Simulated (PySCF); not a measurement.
## Correlation energy of Ar⁺ (argon, charge +1)

[Ne] 3s1 3p6, 2S determinant (an excited configuration). Calculation: PySCF 2.14, in aug-cc-pwCVDZ; the non-relativistic Hamiltonian (point nucleus). Frozen: [Ne]; 7 electrons correlated.

```csv
level,correlation energy (mhartree)
CCSD,-318.46
(T),-16.58
CCSD(T),-335.04
```

Diagnostics: T1 = 0.011, D1 = 0.0239, largest double amplitude 0.211.

A double-excitation amplitude exceeds 0.15, a sign of near-degeneracy.

Cost of the coupled-cluster step: of the order of 0.9 core-seconds, for 7 correlated electrons.
